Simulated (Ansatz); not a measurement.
C₂H₃AlF₂O, SMILES `FC1(F)O[CH]1[AlH2]`. Total charge 0; spin multiplicity 1.

```xyz
9

F    -1.279    1.434   -0.343
C    -0.721    0.415   -1.019
F    -1.570    0.057   -1.981
O     0.563    0.555   -1.357
C     0.174   -0.520   -0.364
Al    0.740   -0.212    1.500
H     0.191   -1.500   -0.840
H     1.580    1.078    1.841
H     0.322   -1.307    2.564
```

(1) Give the diagnostics of a CCSD(T)/def2-TZVPP run (frozen core, Ansatz). (Best estimate.)

## Answers

(1) The calculation gave: T1 = 0.0125, largest single amplitude 0.012, largest double 0.032, (T) share of the correlation energy 3.6 %, 9 CCSD cycles. The RHF solution is stable towards an unrestricted one. T1 lies under the customary mark of 0.02 for closed shells.
